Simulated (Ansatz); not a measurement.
Several settings on one geometry of Se(GeH3)2 (Ge₂H₆Se) (that of the charge 0 singlet, PBE0-D4/def2-SVP). Ansatz on 4 threads of Arm Neoverse N1 on a shared host; times are rough.

Cartesian coordinates in Å:
```
Se 0.022 -0.032 -1.620
Ge 1.745 0.005 -0.013
H 3.056 0.051 -0.811
H 1.685 -1.261 0.861
H 1.610 1.253 0.880
Ge -1.744 -0.007 -0.059
H -3.034 -0.091 -0.890
H -1.711 1.297 0.760
H -1.630 -1.214 0.890
```

Totals from different functionals, basis sets or treatments of relativity can't be compared as stabilities.

B3LYP takes the VWN-RPA correlation.

The spins typed aren't always the lowest for that charge.

Give the basis size and estimate the energy, ⟨S²⟩ and time of these runs.

```tsv
run	method	charge	state	further keys
1	RKS r2SCAN-D4/def2-mTZVP	0	singlet	scf: {omitted_lower_state_checks: [starts]}
2	RKS LDA (SPW92)/aug-cc-pVDZ	0	singlet	–
3	UKS B3LYP-D3(BJ)-ATM/def2-mTZVPP	-1	doublet	point_charges: [{charge: 1.00, position_ang: [6.323, 0.704, -0.469]}]; scf: {omitted_lower_state_checks: [starts]}
```


```tsv
run	functions	energy (Eh)	⟨S²⟩	wall time
1	126	-6559.1567	–	4.5 s
2	162	-6549.3038	–	2.1 s
3	138	-6559.3943	0.75	7.5 s
```

The highest occupied level of an anion often lies above zero with these methods, and sets without diffuse functions describe the outer electron poorly.
